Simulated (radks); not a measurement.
The numbers below are computed, except where a source is named.
Question: Pm4+, 57 electrons, occupied as [Xe] 4f3 (the NIST ground configuration). Level of theory: Dirac Kohn-Sham, BLYP, spin-unpolarised, spherical densities, point nucleus; open shells are shared between the two j in proportion to 2j + 1 (a radial shooting solver on a logarithmic mesh with Libxc functionals). Some entries of the table are withheld. Estimate them.

orbital     occ.  eigenvalue (eV)  <r> (bohr)
1s1/2          2              (1)     0.02318
2s1/2          2        -7362.897     0.09845
2p1/2          2        -6975.026         (2)
2p3/2          4        -6414.668         (3)
3s1/2          2              (4)      0.2602
3p1/2          2        -1481.604      0.2499
3p3/2          4        -1368.984      0.2624
3d3/2          4        -1080.110      0.2340
3d5/2          6        -1055.717      0.2379
4s1/2          2        -369.1125      0.5906
4p1/2          2              (5)      0.6050
4p3/2          4              (6)      0.6330
4d3/2          4        -176.4147      0.6744
4d5/2          6        -171.9284      0.6841
5s1/2          2         -84.7722       1.370
5p1/2          2         -66.3386       1.504
5p3/2          4         -62.2772       1.574
4f5/2    1.28571              (7)         (8)
4f7/2    1.71429              (9)        (10)

Answer: 
(1) 1s1/2 eigenvalue (eV): -45037.48
(2) 2p1/2 <r> (bohr): 0.08244
(3) 2p3/2 <r> (bohr): 0.08897
(4) 3s1/2 eigenvalue (eV): -1647.806
(5) 4p1/2 eigenvalue (eV): -305.7463
(6) 4p3/2 eigenvalue (eV): -280.8148
(7) 4f5/2 eigenvalue (eV): -50.9543
(8) 4f5/2 <r> (bohr): 0.8687
(9) 4f7/2 eigenvalue (eV): -50.3692
(10) 4f7/2 <r> (bohr): 0.8761
